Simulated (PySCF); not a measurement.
# Electron correlation in F (fluorine, neutral)

[He] 2s1 2p6, 2S determinant (an excited configuration). All numbers are calculated (PySCF 2.14, the non-relativistic Hamiltonian (point nucleus), in aug-cc-pVQZ). Frozen: 1s2; 7 electrons correlated.

```csv
level,correlation energy (mhartree)
CCSD,-339.32
(T),-61.93
CCSD(T),-401.25
```

Diagnostics: T1 = 0.039, D1 = 0.1409, largest double amplitude 0.373.

Is a single reference adequate?

Not fully. T1 exceeds 0.03, a sign that the reference determinant is poor. A double-excitation amplitude exceeds 0.15, a sign of near-degeneracy.
